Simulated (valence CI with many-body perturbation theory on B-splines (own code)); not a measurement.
Questions on Ba³⁵⁺

Level of theory: valence CI with perturbative core correlation (CI+MBPT): three valence electrons over a frozen Dirac-Fock core [Ar], a basis of 7 s, 7 p, 8 d, 6 f, 4 g, 1 h functions for each j, with the one-electron correlation potential Σ1, the two-electron term Σ2, the three-electron term Σ3, Breit, model QED; selected CI, second order for the rest, scaled by the run's own slope (own B-spline code, finite nucleus).

No measured spectrum was set against this ion. As an estimate, large intervals hold to a few tenths of a per cent, small ones and those within an open d or f shell to about a per cent. Only levels of the ground parity were solved; by the run's estimate the other parity begins above the list, which can be wrong where configurations are misplaced.

Levels are named by their leading jj configuration (3d3/2^4 stands for four electrons in 3d with j = 3/2), which in mixed levels can hold well under half, so a name can repeat and another be missing.

Rates and lifetimes use the calculated energies. Strong lines usually hold to 10 to 20 %, long lifetimes can be off by a factor of two.

Q: What is the ground level?

A: (3d3/2^3) J=3/2, composition 62 % 3d3 4F + 29 % 3d3 2D + 6 % 3d3 2P, g = 0.608.

Q: How well does LS coupling describe the low levels?

A: Among the lowest 19 levels the leading LS term, summed over configurations, holds 65 % on average. For single configurations the figures are 65 % in LS and 86 % in jj coupling. Terms mix most in the J = 3/2 level at 155390 cm⁻¹, where the leading one holds 41 %.

Q: Name the longest-lived excited levels whose lifetime is computed, and their main decay.

A: (3d3/2^2 3d5/2) J=9/2 at 171310 cm⁻¹ lives 53.1 ms, mostly by M1 to (3d3/2^2 3d5/2) J=7/2.

Q: What is the ionisation energy?

A: 2350.6 eV; NIST lists 2349 ± 5 eV (theoretical).
